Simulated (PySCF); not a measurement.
# Shifts of the heteroatoms

Bonds (- single, = double, # triple, : aromatic): C1=N2, N2-Si3, Si3-N4, N4-C5, N4-C6, C6-C7, C6=O8. C1 carries H9, H10; Si3 carries H11, H12; C5 carries H13, H14, H15; C7 carries H16, H17, H18. H10 is cis to Si3; H9 is trans to Si3.

Computational details: GFN2-xTB structure, shieldings: GIAO PBE0/pcSseg-1, in PySCF (fast rotation and ring inversion assumed for equivalent nuclei, one conformer, isolated molecule, relativity neglected).

(1) What are the ²⁹Si shifts?

(2) Predict the ¹⁵N NMR data.

(3) Where does ¹⁷O resonate?

Results:

(1) 
| atoms | environment | σ (ppm) | δ (ppm) |
| --- | --- | --- | --- |
| Si3 | silicon bonded to 2 N, 2 H | 391.5 | -41.9 |

Shieldings were converted by a linear fit to measured shifts: ²⁹Si: δ = 279.94 − 0.822σ (rms 8.9 ppm, 72 shifts, 25.8 ppm with the 6 outliers that the fit left out vs TMS, solution or neat liquid). A few per cent of atoms miss by over 2 rms, more outside the fitted compound classes.

On a 400 MHz spectrometer ²⁹Si resonates near 79.5 MHz, so 1 ppm is 79.5 Hz.

(2) 
```tsv
atoms	environment	σ (ppm)	δ (ppm)
N2	imine nitrogen	-148.0	-11.7
N4	amide-type nitrogen	136.7	-274.0
```

Shieldings were converted by a linear fit to measured shifts: ¹⁵N: δ = -148.07 − 0.921σ (rms 6.3 ppm, 71 shifts vs CH3NO2, solution or neat liquid). Occasional misses reach two or three times the rms, and more in compound classes unlike the fitted ones.

On a 600 MHz spectrometer ¹⁵N resonates near 60.8 MHz, so 1 ppm is 60.8 Hz.

(3) 
| atoms | environment | σ (ppm) | δ (ppm) |
| --- | --- | --- | --- |
| O8 | amide-type carbonyl oxygen | -111.0 | 367.8 |

Shieldings were converted by a linear fit to measured shifts: ¹⁷O: δ = 266.70 − 0.911σ (rms 10.7 ppm, 155 shifts, 12.2 ppm with the 3 outliers that the fit left out vs liquid water, solution or neat liquid). Occasional misses reach two or three times the rms, and more in compound classes unlike the fitted ones.

On a 500 MHz spectrometer ¹⁷O resonates near 67.8 MHz, so 1 ppm is 67.8 Hz.
